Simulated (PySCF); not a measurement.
Compound: C₃H₁₁AsGe.
Atom-mapped SMILES: `[CH3:1][CH2:2][CH2:3][GeH2:4][AsH2:5]` (hydrogens: H6, H7, H8 on C1; H9, H10 on C2; H11, H12 on C3; H13, H14 on Ge4; H15, H16 on As5)

Method: core-valence-separated Tamm–Dancoff BHandHLYP/aug-pcX-1 (pcseg-1 on H, def2-SVPD on Ge, def2-SVPD on As) in PySCF, non-relativistic, gas phase, PBE0-D3(BJ)/def2-SVP geometry.

Computed carbon K-edge spectrum, Gaussian lines of 0.4 eV full width, highest printed point 100; it ends one width below the last computed root. BHandHLYP without relativity tends to put these K edges a few eV too low, so spacings mean more than positions.

| photon energy (eV) | absorption |
| --- | --- |
| 284.8 | 0 |
| 284.9 | 1 |
| 285.0 | 2 |
| 285.1 | 7 |
| 285.2 | 16 |
| 285.3 | 31 |
| 285.4 | 47 |
| 285.5 | 60 |
| 285.6 | 63 |
| 285.7 | 59 |
| 285.8 | 61 |
| 285.9 | 78 |
| 286.0 | 98 |
| 286.1 | 100 |
| 286.2 | 80 |
| 286.3 | 53 |
| 286.4 | 34 |
| 286.5 | 25 |
| 286.6 | 21 |
| 286.7 | 17 |

Task: Assign the maxima to core holes.

Result: 2 maxima:
- 285.6 eV: C3 (sp3 carbon bound to germanium), 285.60 eV, f = 0.039, 61 % of the height at the exact maximum; C2 (chain CH2 carbon), 285.57 eV, f = 0.012, 19 % of the height at the exact maximum
- 286.1 eV: C2 (chain CH2 carbon), 286.15 eV, f = 0.033, 29 % of the height at the exact maximum; C1 (methyl carbon), 286.01 eV, f = 0.025, 24 % of the height at the exact maximum; C1 (methyl carbon), 286.06 eV, f = 0.023, 23 % of the height at the exact maximum; C3 (sp3 carbon bound to germanium), 285.99 eV, f = 0.025, 23 % of the height at the exact maximum

Further lines of some strength in the range: C1, 285.32 eV, f = 0.008; C3, 285.40 eV, f = 0.012; C3, 286.39 eV, f = 0.007; C1, 286.48 eV, f = 0.007; C2, 286.63 eV, f = 0.006.

Roots within 0.03 eV on the same or equivalent atoms count as one line; shares under 12 % aren't listed.

Vibrational structure and lifetime widths aren't in the curve. The ionisation threshold wasn't computed; near and above it a finite basis only mimics Rydberg series and continuum. The BHandHLYP/aug-pcX-1 (pcseg-1 on H, def2-SVPD on Ge, def2-SVPD on As) calculation is non-relativistic and has no spin–orbit coupling, an omission that weighs most on arsenic and germanium.

Shape of the structure used: `[CH3:1][CH2:2][CH2:3][GeH2:4][AsH2:5]`: C1–C2–C3–Ge4 60°, C2–C3–Ge4–As5 47°, H–As5–Ge4–C3 -77°, H–As5–Ge4–C3 -169°.

One conformer stands for the species.
